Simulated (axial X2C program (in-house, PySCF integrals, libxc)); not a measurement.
## Low determinants of CrF⁺ at the PBE0 level, with spin–orbit coupling

All values were computed with an axial X2C code built on PySCF integrals. Two-component (2c) means X2C with spin–orbit coupling and atomic mean-field two-electron Coulomb and Gaunt terms; the speed of light was multiplied by 1.5, so these are model numbers, not those of the real molecule. Basis: Cr dyall-v3z [9s10p6d3f2g], F dyall-v3z [6s5p2d1f] (cores contracted in-house); Gaussian nuclei, density fitting, unrestricted open shells. Masses: Cr 51.941 u, F 18.998 u.

Search at 1.718 Å (vertical energies from the lowest determinant):

| ΔE (eV) | state | electrons beyond evenly filled partner blocks | electrons in ±ω = 1/2, 3/2, 5/2, 7/2 |
| --- | --- | --- | --- |
| 0.00 | Ω = 2 | ω = -1/2, ω = 5/2 | 23 8 1 0 |
| 0.56 | Ω = 1 | ω = -3/2, ω = 5/2 | 24 7 1 0 |
| 0.58 | Ω = 3 | ω = 1/2, ω = 5/2 | 23 8 1 0 |
| 1.54 | Ω = 4 | ω = 3/2, ω = 5/2 | 24 7 1 0 |
| 2.17 | Ω = 0 | 2 × ω = -1/2, ω = -3/2, ω = 5/2 | 24 7 1 0 |
| 2.30 | Ω = 1 | ω = -1/2, ω = 3/2 | 23 9 0 0 |
| 2.35 | Ω = 1 | ω = -1/2, ω = 3/2 | 23 7 2 0 |

Lowest determinant, Ω = 2 (⟨Sz⟩ = 2.00, ⟨Lz⟩ = 0.00 at PBE0): Re = 1.712 Å, ωe = 799.1 cm⁻¹.

The determinant in row 2 of the search, Ω = 1 (⟨Sz⟩ = 2.00, ⟨Lz⟩ = -1.00 at PBE0), was followed along the bond at PBE0; measured from the minimum of the lowest determinant it gives:

Te = 0.563 eV (4540 cm⁻¹), Re = 1.727 Å, ωe = 748.0 cm⁻¹.

(1) Compare the bond of the determinant in row 2 with that of the lowest one.

The search compares states at one distance, so a state with another bond length can lie lower; it is not exhaustive and yields mostly the lowest determinant of each block pattern, so other components and higher states of one pattern are missing. These are energies of single determinants, not of spin-adapted states; PBE0 term energies can be off by some tenths of an eV, and the functional has no current term. Open-shell Ω = 0 determinants with evenly filled partner blocks cannot be reached by this program, so the Ω shown need not be the lowest component.

Answers

(1) At PBE0 its Re is 0.015 Å longer and its force constant, which goes as ωe², is 0.88 times that of the lowest determinant. T0 ≈ Te + Δωe/2 = 4540 + (-26) = 4514 cm⁻¹.
